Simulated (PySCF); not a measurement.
Geometry:
```csv
atom,x (Å),y (Å),z (Å)
C1,3.171,0.177,0.858
C2,2.015,0.076,0.532
C3,0.710,-0.092,0.146
C4,-0.527,0.402,0.004
C5,-1.426,1.552,0.172
F6,-2.462,1.271,0.984
F7,-0.804,2.619,0.701
F8,-1.958,1.957,-0.995
C9,-0.327,-0.967,-0.416
C10,-0.739,-2.104,-0.910
H11,4.173,0.288,1.148
H12,-0.068,-2.937,-1.026
H13,-1.761,-2.242,-1.216
```

Calculated, not measured (PySCF 2.14): NMR shieldings at PBE0/pcSseg-1/GIAO, structure optimised with GFN2-xTB. Single conformer, one averaged value for each set of equivalent atoms, non-relativistic, no solvent.

Chemical shifts δ = σref − σ; 13C and 1H against TMS; 19F vs CFCl3, all at this level.

```
   atoms  nucleus  count  Hirshfeld charge  δ (ppm)
      C4      13C      1             -0.01    140.6
F6/F7/F8      19F      3             -0.09        ?
      C9      13C      1              0.00        ?
      C2      13C      1             -0.03     72.6
     C10      13C      1             -0.15     71.8
     H13       1H      1              0.05     4.55
     H11       1H      1              0.11     4.51
      C3      13C      1              0.04    137.9
      C1      13C      1             -0.05        ?
      C5      13C      1              0.27    128.1
     H12       1H      1              0.05     4.35
```

Complete the table.

Answers


- C9: 124.0 ppm, fully substituted alkene carbon; the olefinic region
- C1: 118.4 ppm, terminal alkyne carbon
- F6/F7/F8: -72.3 ppm, fluorine of a CF3 group

Shifts are as computed. Against solution values, carbons near 30 ppm lie about +3 ppm off and those near 130 ppm about +5 ppm. Of 1211 compounds with measured shifts, 218 miss one by over three times the rms of a fit or turn the order of signals round; such compounds aren't used in these exercises. Unscaled 19F shifts against computed CFCl3 carry errors that often reach 10 to 50 ppm.
